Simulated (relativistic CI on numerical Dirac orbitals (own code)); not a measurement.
## Slater and spin-orbit integrals, Re¹⁹⁺

Computed by Dirac-Coulomb-Breit CI, KLI orbitals optimised for each configuration, model QED (radiative potential, 1s self-energy scaled to tabulated hydrogen-like ionisation energies), unscaled Slater integrals (own radial code, finite nucleus).

Slater integrals F^k, G^k are unscaled and averaged over j, outside the closed core [Ar] 3d10; ζ comes from projecting the Hamiltonian with its Breit term on Σ l·s of the shell.

- 4s2.4p6.4d10.4f10: F^2(4f,4f) = 205910, F^4(4f,4f) = 132500, F^6(4f,4f) = 96330, ζ(4f) = 6521.6 cm⁻¹; <r>(4f) = 0.4942, <r^2>(4f) = 0.2859 (bohr units).
- 4s2.4p6.4d10.4f9.5s: F^2(4f,4f) = 208680, F^4(4f,4f) = 134400, F^6(4f,4f) = 97751, ζ(4f) = 6718.4, G^3(4f,5s) = 34751 cm⁻¹; <r>(4f) = 0.4887, <r^2>(4f) = 0.2794, <r>(5s) = 0.8662, <r^2>(5s) = 0.8349 (bohr units).
- 4s2.4p6.4d9.4f11: ζ(4d) = 46196, F^2(4f,4f) = 205780, F^4(4f,4f) = 132410, F^6(4f,4f) = 96264, F^2(4d,4f) = 202490, F^4(4d,4f) = 131560, G^1(4d,4f) = 228870, G^3(4d,4f) = 149850, G^5(4d,4f) = 107750, ζ(4f) = 6477 cm⁻¹; <r>(4d) = 0.4795, <r^2>(4d) = 0.2642, <r>(4f) = 0.4944, <r^2>(4f) = 0.2862 (bohr units).

Averages of the first 10 configurations, taken without configuration mixing, which lowers the lowest level and can move excited configurations by several eV; other configurations of the list can lie among them:

```json
{"Configuration": "4s2.4p6.4d10.4f10", "Parity": "even", "States": "1001", "Average energy above the lowest level (eV)": "13.7"}
{"Configuration": "4s2.4p6.4d10.4f9.5s", "Parity": "odd", "States": "4004", "Average energy above the lowest level (eV)": "41.0"}
{"Configuration": "4s2.4p6.4d9.4f11", "Parity": "odd", "States": "3640", "Average energy above the lowest level (eV)": "243.8"}
{"Configuration": "4s2.4p6.4d10.4f9.6s", "Parity": "odd", "States": "4004", "Average energy above the lowest level (eV)": "240.2"}
{"Configuration": "4s2.4p5.4d10.4f11", "Parity": "even", "States": "2184", "Average energy above the lowest level (eV)": "454.6"}
{"Configuration": "4s.4p6.4d10.4f11", "Parity": "odd", "States": "728", "Average energy above the lowest level (eV)": "612.3"}
{"Configuration": "4s2.4p6.4d10.4f8.5s2", "Parity": "even", "States": "3003", "Average energy above the lowest level (eV)": "76.2"}
{"Configuration": "4s2.4p6.4d10.4f7.5s2.6s", "Parity": "odd", "States": "6864", "Average energy above the lowest level (eV)": "322.4"}
{"Configuration": "4p6.4d10.4f12", "Parity": "even", "States": "91", "Average energy above the lowest level (eV)": "1213.5"}
{"Configuration": "4p6.4d9.4f13", "Parity": "odd", "States": "140", "Average energy above the lowest level (eV)": "1443.7"}
```
